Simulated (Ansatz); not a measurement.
# Molecular dynamics of BFH$_{6}$OSi

Input file:

```yaml
crystal:
  periodic: [false, false, false]
  atoms:
    - { symbol: B, position_ang: [0.316625, -0.365314, -0.10133] }
    - { symbol: F, position_ang: [-0.500709, 0.389729, 1.098304] }
    - { symbol: H, position_ang: [1.456324, -0.011115, -0.034595] }
    - { symbol: H, position_ang: [-0.314059, -0.235957, -1.115626] }
    - { symbol: O, position_ang: [0.038544, -1.649965, 0.644403] }
    - { symbol: Si, position_ang: [-0.787413, -2.943607, -0.051186] }
    - { symbol: H, position_ang: [0.051343, -3.522781, -1.129342] }
    - { symbol: H, position_ang: [-1.009153, -3.937127, 1.028675] }
    - { symbol: H, position_ang: [-2.090943, -2.489272, -0.605306] }
    - { symbol: H, position_ang: [-0.507859, -0.682088, 1.3383] }
basis:
  gaussian: { orbitals: "6-31G*" }
hamiltonian:
  xc: pbe0
  dispersion: d4
md:
  timestep: 0.5
  n_steps: 200
  ensemble: nve
  temperature: 300.0
  initial_velocities: maxwell_boltzmann
  seed: 3016
```

Run as:

```bash
$ ansatz run input.yaml --threads 1 --pin off --max-ram 2048MiB --backend cpu --events-out ev --progress --plain --runs-dir out
```

It starts at the highest image of a converged band, a first-order saddle point between two minima.

Output, in part (step lines, the closing report, with atoms numbered from 0):

```
md step     0: t =     0.00 fs  T =   300.0 K  F+E_penalty+E_count = -13406.68625953 eV  E_kin = 0.310224 eV  conserved = -13406.37603553 eV  (23 SCF iters)
[... lines left out ...]
Total energy: -13406.72028363 eV, -492.6878830219 hartree
Atom 0 at     0.912228    -0.860142    -0.248820 Å, force    -0.474411    -0.843505     0.729335 eV/Å
Atom 1 at    -0.997050     1.086234     1.411438 Å, force    -0.052017    -0.071100    -0.245906 eV/Å
Atom 2 at     1.733776    -0.385548     0.454072 Å, force     0.450148     0.367214     0.158299 eV/Å
Atom 3 at     0.617579    -0.367779    -1.292769 Å, force    -0.233160    -0.147944    -0.250577 eV/Å
Atom 4 at     0.366869    -2.008066     0.272442 Å, force     0.123923     0.920939    -0.260542 eV/Å
Atom 5 at    -0.886154    -3.048582    -0.042919 Å, force    -0.182933    -0.229099    -0.478391 eV/Å
Atom 6 at    -0.854439    -3.441732    -1.479369 Å, force     0.075482    -0.122660     0.026302 eV/Å
Atom 7 at    -0.711819    -4.214247     0.851589 Å, force     0.086895    -0.091805    -0.002209 eV/Å
Atom 8 at    -2.247668    -2.508689     0.193006 Å, force     0.053804     0.290175     0.170751 eV/Å
Atom 9 at    -0.444350     0.827462     2.108916 Å, force     0.152268    -0.072215     0.152938 eV/Å
Dipole moment:     0.034764    -0.157554     0.226012 e Å
```

The steps, from the saved trajectory:

```csv
time (fs),T (K),potential energy less start (eV),conserved less start (meV/atom)
0,300,0.000,0.00
3,222,0.081,0.05
6,137,0.169,0.05
9,121,0.186,0.07
12,234,0.068,0.03
15,308,-0.008,0.03
18,311,-0.011,0.03
21,267,0.034,0.05
24,271,0.031,0.04
27,280,0.021,0.05
30,319,-0.019,0.03
33,342,-0.043,0.05
36,378,-0.080,0.02
39,363,-0.065,0.05
42,353,-0.055,0.04
45,354,-0.055,0.05
48,399,-0.102,0.03
51,405,-0.108,0.04
54,380,-0.082,0.04
57,350,-0.051,0.05
60,377,-0.079,0.04
63,407,-0.110,0.04
66,419,-0.123,0.03
69,420,-0.124,0.04
72,412,-0.115,0.04
75,397,-0.100,0.03
78,374,-0.076,0.05
81,386,-0.089,0.04
84,408,-0.111,0.04
87,420,-0.124,0.02
90,360,-0.061,0.05
93,328,-0.029,0.04
96,319,-0.020,0.05
99,342,-0.043,0.02
```

All steps were run. The conserved energy stayed within 0.073 meV per atom of its start (net change 0.025 meV per atom), so the integration is sound. A run of 0.1 ps of so small a system gives no equilibrium averages. The orbitals stay closed-shell, which can raise the energy where a bond breaks towards radicals; this wasn't checked here.

Between its relaxed ends the band would form F2–H10 and break B1–F2, O5–H10. These pairs go: F2–H10 1.10 → 0.93 Å, B1–F2 1.64 → 3.19 Å, O5–H10 1.31 → 3.47 Å. In the last frame they stand as after the step (other bonds may differ from the relaxed reactants and products). It ends as BH5OSi + FH. Pairs count as bonded within 1.25 times the sum of covalent radii (0.12 Å more for H–H).

Last frame:

```xyz
10
Properties=species:S:1:pos:R:3
B 0.912 -0.860 -0.249
F -0.997 1.086 1.411
H 1.734 -0.386 0.454
H 0.618 -0.368 -1.293
O 0.367 -2.008 0.272
Si -0.886 -3.049 -0.043
H -0.854 -3.442 -1.479
H -0.712 -4.214 0.852
H -2.248 -2.509 0.193
H -0.444 0.828 2.109
```

The run took 8.7 min on 1 thread of Arm Neoverse V2 (shared host), peak memory 0.14 GiB.
